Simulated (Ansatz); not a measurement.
Ansatz (a program for electronic structure) input file for Si(vinyl)(OMe)3 (C₅H₁₂O₃Si), SMILES C=C[Si](OC)(OC)OC, PBE-D3(BJ)/def2-SVP. 

Ansatz 0.2 input:
```yaml
crystal:
  periodic: [false, false, false]
  atoms:
    - {symbol: C, position_ang: [0.99600826, -1.80949041, -2.01937887]}
    - {symbol: C, position_ang: [0.11934850, -0.83250278, -1.74832166]}
    - {symbol: Si, position_ang: [-0.09003041, -0.09293953, -0.06253946]}
    - {symbol: O, position_ang: [0.13375706, 1.55486964, -0.10781901]}
    - {symbol: C, position_ang: [1.26965456, 2.20276022, -0.63221464]}
    - {symbol: O, position_ang: [0.99421737, -0.85817464, 0.92058418]}
    - {symbol: C, position_ang: [1.02368503, -0.74747087, 2.32771721]}
    - {symbol: O, position_ang: [-1.59226152, -0.29329938, 0.59468203]}
    - {symbol: C, position_ang: [-2.73561306, 0.49572090, 0.35954375]}
    - {symbol: H, position_ang: [1.63710031, -2.22591575, -1.23550156]}
    - {symbol: H, position_ang: [1.10786292, -2.23374936, -3.02392034]}
    - {symbol: H, position_ang: [-0.50149477, -0.44620579, -2.56826892]}
    - {symbol: H, position_ang: [1.07334698, 3.28569184, -0.67663959]}
    - {symbol: H, position_ang: [2.15996595, 2.03895090, 0.00175632]}
    - {symbol: H, position_ang: [1.51332906, 1.85347989, -1.65276212]}
    - {symbol: H, position_ang: [0.03587683, -0.96321301, 2.76981612]}
    - {symbol: H, position_ang: [1.33053303, 0.26482652, 2.64787557]}
    - {symbol: H, position_ang: [1.75321601, -1.47114483, 2.72326793]}
    - {symbol: H, position_ang: [-2.48941593, 1.57086959, 0.32615187]}
    - {symbol: H, position_ang: [-3.45850066, 0.32515491, 1.17316722]}
    - {symbol: H, position_ang: [-3.22559666, 0.22114141, -0.59304239]}
basis:
  gaussian:
    orbitals: def2-SVP
hamiltonian:
  xc: pbe
  dispersion: d3bj
relax: {f_tol: 0.002, max_steps: 200}
```

Program output:

```
WARN ansatz: RAYON_NUM_THREADS=2 ignored (pool sized by the plan → 2); use --threads N
Functional definition: PBE
integrals: 0.18 GiB planned
2111 factors; their error is unknown
mean field: 0.90 GiB planned
mean field evaluation 1: about -19352.3008 eV, gradient 9.5e1 eV
mean field evaluation 2: about -19323.3252 eV, gradient 1.5e2 eV
mean field evaluation 4: about -19372.3948 eV, gradient 7.8e0 eV
mean field evaluation 8: about -19372.5229 eV, gradient 2.0e-1 eV
mean field evaluation 16: about -19372.4180 eV, gradient 1.8e-3 eV
mean field -19372.41796234 eV, -711.9232290196 hartree, gradient 1.5e-5 eV, S^2 0.000000; 0 other end points of the search recorded, 0 dependent functions left out
the calculation of the forces begins
reference -19372.41800786 eV, -711.9232306923 hartree; 40, 40 occupied and 150, 150 virtual orbitals, 2111 factors
relax step   1: F+E_penalty+E_count = -19372.91378239 eV  Δ(F+E_penalty+E_count) = +0.000e0 eV  max|allowed force component| = 3.374e-1 eV/Å  Δτ_max = 0.0000 Å  (33 SCF iters, accepted)
these checks for a lower state are left out or cut short: starts, cluster_reference, orbital_swaps, neighbouring_geometries, increment
integrals: 0.18 GiB planned
2111 factors; their error is unknown
mean field: 0.90 GiB planned
mean field -19372.44229872 eV, -711.9241233649 hartree, gradient 1.2e-5 eV, S^2 0.000000; 0 other end points of the search recorded, 0 dependent functions left out
the calculation of the forces begins
reference -19372.44234437 eV, -711.9241250427 hartree; 40, 40 occupied and 150, 150 virtual orbitals, 2111 factors
[...]
these checks for a lower state are left out or cut short: starts, cluster_reference, orbital_swaps, neighbouring_geometries, increment
integrals: 0.18 GiB planned
2111 factors; their error is unknown
mean field: 0.90 GiB planned
mean field -19372.44768544 eV, -711.9243213232 hartree, gradient 1.3e-5 eV, S^2 0.000000; 0 other end points of the search recorded, 0 dependent functions left out
the calculation of the forces begins
reference -19372.44773108 eV, -711.9243230004 hartree; 40, 40 occupied and 150, 150 virtual orbitals, 2111 factors
relax step  11: F+E_penalty+E_count = -19372.94181501 eV  Δ(F+E_penalty+E_count) = -2.584e-5 eV  max|allowed force component| = 8.837e-3 eV/Å  Δτ_max = 0.0102 Å  (32 SCF iters, accepted)
these checks for a lower state are left out or cut short: starts, cluster_reference, orbital_swaps, neighbouring_geometries, increment
integrals: 0.18 GiB planned
2111 factors; their error is unknown
mean field: 0.90 GiB planned
mean field evaluation 96: about -19372.4477 eV, gradient 2.1e-5 eV
mean field -19372.44770107 eV, -711.9243218977 hartree, gradient 2.1e-5 eV, S^2 0.000000; 0 other end points of the search recorded, 0 dependent functions left out
the calculation of the forces begins
reference -19372.44774671 eV, -711.9243235750 hartree; 40, 40 occupied and 150, 150 virtual orbitals, 2111 factors
relax step  12: F+E_penalty+E_count = -19372.94182874 eV  Δ(F+E_penalty+E_count) = -1.373e-5 eV  max|allowed force component| = 8.640e-3 eV/Å  Δτ_max = 0.0048 Å  (24 SCF iters, accepted)
these checks for a lower state are left out or cut short: starts, cluster_reference, orbital_swaps, neighbouring_geometries, increment
integrals: 0.18 GiB planned
2111 factors; their error is unknown
mean field: 0.90 GiB planned
mean field -19372.44771694 eV, -711.9243224809 hartree, gradient 1.6e-5 eV, S^2 0.000000; 0 other end points of the search recorded, 0 dependent functions left out
the calculation of the forces begins
reference -19372.44776259 eV, -711.9243241583 hartree; 40, 40 occupied and 150, 150 virtual orbitals, 2111 factors
relax step  13: F+E_penalty+E_count = -19372.94184245 eV  Δ(F+E_penalty+E_count) = -1.371e-5 eV  max|allowed force component| = 6.948e-3 eV/Å  Δτ_max = 0.0079 Å  (25 SCF iters, accepted)
these checks for a lower state are left out or cut short: starts, cluster_reference, orbital_swaps, neighbouring_geometries, increment
integrals: 0.18 GiB planned
2111 factors; their error is unknown
mean field: 0.90 GiB planned
mean field -19372.44777491 eV, -711.9243246112 hartree, gradient 1.5e-5 eV, S^2 0.000000; 0 other end points of the search recorded, 0 dependent functions left out
the calculation of the forces begins
reference -19372.44782056 eV, -711.9243262889 hartree; 40, 40 occupied and 150, 150 virtual orbitals, 2111 factors
relax step  14: F+E_penalty+E_count = -19372.94184943 eV  Δ(F+E_penalty+E_count) = -6.983e-6 eV  max|allowed force component| = 5.497e-3 eV/Å  Δτ_max = 0.0073 Å  (25 SCF iters, accepted)
these checks for a lower state are left out or cut short: starts, cluster_reference, orbital_swaps, neighbouring_geometries, increment
integrals: 0.18 GiB planned
2111 factors; their error is unknown
mean field: 0.90 GiB planned
mean field -19372.44782889 eV, -711.9243265951 hartree, gradient 1.7e-5 eV, S^2 0.000000; 0 other end points of the search recorded, 0 dependent functions left out
the calculation of the forces begins
reference -19372.44787455 eV, -711.9243282730 hartree; 40, 40 occupied and 150, 150 virtual orbitals, 2111 factors
relax step  15: F+E_penalty+E_count = -19372.94185112 eV  Δ(F+E_penalty+E_count) = -1.694e-6 eV  max|allowed force component| = 5.970e-3 eV/Å  Δτ_max = 0.0078 Å  (25 SCF iters, accepted)
these checks for a lower state are left out or cut short: starts, cluster_reference, orbital_swaps, neighbouring_geometries, increment
integrals: 0.18 GiB planned
2111 factors; their error is unknown
mean field: 0.90 GiB planned
mean field -19372.44783113 eV, -711.9243266774 hartree, gradient 1.2e-5 eV, S^2 0.000000; 0 other end points of the search recorded, 0 dependent functions left out
the calculation of the forces begins
reference -19372.44787679 eV, -711.9243283553 hartree; 40, 40 occupied and 150, 150 virtual orbitals, 2111 factors
relax step  16: F+E_penalty+E_count = -19372.94185768 eV  Δ(F+E_penalty+E_count) = -6.556e-6 eV  max|allowed force component| = 4.065e-3 eV/Å  Δτ_max = 0.0028 Å  (25 SCF iters, accepted)
these checks for a lower state are left out or cut short: starts, cluster_reference, orbital_swaps, neighbouring_geometries, increment
integrals: 0.18 GiB planned
2111 factors; their error is unknown
mean field: 0.90 GiB planned
mean field -19372.44784841 eV, -711.9243273124 hartree, gradient 2.3e-5 eV, S^2 0.000000; 0 other end points of the search recorded, 0 dependent functions left out
the calculation of the forces begins
reference -19372.44789407 eV, -711.9243289904 hartree; 40, 40 occupied and 150, 150 virtual orbitals, 2111 factors
relax step  17: F+E_penalty+E_count = -19372.94186053 eV  Δ(F+E_penalty+E_count) = -2.852e-6 eV  max|allowed force component| = 2.894e-3 eV/Å  Δτ_max = 0.0009 Å  (23 SCF iters, accepted)
these checks for a lower state are left out or cut short: starts, cluster_reference, orbital_swaps, neighbouring_geometries, increment
integrals: 0.18 GiB planned
2111 factors; their error is unknown
mean field: 0.90 GiB planned
mean field evaluation 128: about -19372.5530 eV, gradient 2.9e-1 eV
mean field -19372.44788938 eV, -711.9243288180 hartree, gradient 1.6e-5 eV, S^2 0.000000; 0 other end points of the search recorded, 0 dependent functions left out
the calculation of the forces begins
reference -19372.44793505 eV, -711.9243304963 hartree; 40, 40 occupied and 150, 150 virtual orbitals, 2111 factors
relax step  18: F+E_penalty+E_count = -19372.94186437 eV  Δ(F+E_penalty+E_count) = -3.841e-6 eV  max|allowed force component| = 2.503e-3 eV/Å  Δτ_max = 0.0031 Å  (24 SCF iters, accepted)
these checks for a lower state are left out or cut short: starts, cluster_reference, orbital_swaps, neighbouring_geometries, increment
integrals: 0.18 GiB planned
2111 factors; their error is unknown
mean field: 0.90 GiB planned
mean field -19372.44792687 eV, -711.9243301957 hartree, gradient 2.0e-5 eV, S^2 0.000000; 0 other end points of the search recorded, 0 dependent functions left out
the calculation of the forces begins
reference -19372.44797255 eV, -711.9243318743 hartree; 40, 40 occupied and 150, 150 virtual orbitals, 2111 factors
relax step  19: F+E_penalty+E_count = -19372.94186656 eV  Δ(F+E_penalty+E_count) = -2.186e-6 eV  max|allowed force component| = 3.747e-3 eV/Å  Δτ_max = 0.0040 Å  (24 SCF iters, accepted)
these checks for a lower state are left out or cut short: starts, cluster_reference, orbital_swaps, neighbouring_geometries, increment
integrals: 0.18 GiB planned
2111 factors; their error is unknown
mean field: 0.90 GiB planned
mean field -19372.44795403 eV, -711.9243311936 hartree, gradient 1.6e-5 eV, S^2 0.000000; 0 other end points of the search recorded, 0 dependent functions left out
the calculation of the forces begins
reference -19372.44799971 eV, -711.9243328724 hartree; 40, 40 occupied and 150, 150 virtual orbitals, 2111 factors
relax step  20: F+E_penalty+E_count = -19372.94186807 eV  Δ(F+E_penalty+E_count) = -1.516e-6 eV  max|allowed force component| = 3.405e-3 eV/Å  Δτ_max = 0.0036 Å  (24 SCF iters, accepted)
these checks for a lower state are left out or cut short: starts, cluster_reference, orbital_swaps, neighbouring_geometries, increment
integrals: 0.18 GiB planned
2111 factors; their error is unknown
mean field: 0.90 GiB planned
mean field -19372.44797829 eV, -711.9243320854 hartree, gradient 2.3e-5 eV, S^2 0.000000; 0 other end points of the search recorded, 0 dependent functions left out
the calculation of the forces begins
reference -19372.44802398 eV, -711.9243337645 hartree; 40, 40 occupied and 150, 150 virtual orbitals, 2111 factors
relax step  21: F+E_penalty+E_count = -19372.94186870 eV  Δ(F+E_penalty+E_count) = -6.246e-7 eV  max|allowed force component| = 1.986e-3 eV/Å  Δτ_max = 0.0045 Å  (23 SCF iters, accepted)
integrals: 0.18 GiB planned
2111 factors; their error is unknown
mean field: 0.90 GiB planned
mean field evaluation 160: about -19372.5531 eV, gradient 2.1e-1 eV
mean field -19372.44797829 eV, -711.9243320854 hartree, gradient 2.3e-5 eV, S^2 0.000000; 1 other end points of the search recorded, 0 dependent functions left out
the calculation of the forces begins
reference -19372.44802398 eV, -711.9243337645 hartree; 40, 40 occupied and 150, 150 virtual orbitals, 2111 factors
Total energy: -19372.94191439 eV, -711.9424839021 hartree
Atom 0 at     1.013489    -1.801630    -2.030195 Å, force     0.000328    -0.000724    -0.001170 eV/Å
Atom 1 at     0.130698    -0.820407    -1.752853 Å, force    -0.000272    -0.001603     0.001556 eV/Å
Atom 2 at    -0.084872    -0.095484    -0.054307 Å, force    -0.001986     0.001349    -0.001028 eV/Å
Atom 3 at     0.128495     1.568133    -0.079948 Å, force     0.000618     0.001346    -0.001216 eV/Å
Atom 4 at     1.253395     2.212879    -0.644733 Å, force    -0.001896    -0.001527     0.001080 eV/Å
Atom 5 at     1.002273    -0.891952     0.923450 Å, force     0.001804    -0.001677     0.001763 eV/Å
Atom 6 at     1.018515    -0.774985     2.335713 Å, force    -0.000418    -0.000118    -0.000790 eV/Å
Atom 7 at    -1.595864    -0.305985     0.614975 Å, force     0.000013     0.001324    -0.000630 eV/Å
Atom 8 at    -2.730704     0.501127     0.368381 Å, force     0.001226    -0.000952     0.000828 eV/Å
Atom 9 at     1.655771    -2.225720    -1.239882 Å, force     0.000188     0.001009     0.000026 eV/Å
Atom 10 at     1.128613    -2.221887    -3.044833 Å, force    -0.000496    -0.000127     0.000589 eV/Å
Atom 11 at    -0.494203    -0.423921    -2.575402 Å, force     0.000685     0.001432    -0.000482 eV/Å
Atom 12 at     1.017955     3.288480    -0.784569 Å, force     0.000312    -0.000608     0.000051 eV/Å
Atom 13 at     2.145404     2.139059     0.017886 Å, force     0.000065     0.000196    -0.000504 eV/Å
Atom 14 at     1.534290     1.788786    -1.636441 Å, force     0.000001     0.000420     0.000444 eV/Å
Atom 15 at     0.008248    -0.934054     2.772451 Å, force     0.000036     0.000205    -0.000059 eV/Å
Atom 16 at     1.381220     0.226170     2.661757 Å, force     0.000098     0.000043     0.000011 eV/Å
Atom 17 at     1.706087    -1.542320     2.746845 Å, force    -0.000178     0.000129    -0.000114 eV/Å
Atom 18 at    -2.466088     1.578448     0.291330 Å, force     0.000114     0.000050    -0.000043 eV/Å
Atom 19 at    -3.448433     0.373926     1.205531 Å, force    -0.000009    -0.000125     0.000030 eV/Å
Atom 20 at    -3.249301     0.200696    -0.571001 Å, force    -0.000234    -0.000041    -0.000341 eV/Å
Dipole moment:     0.053760     0.177034    -0.109405 e Å
```

Self-consistency was reached.

Cost: very roughly 3 core-minutes.
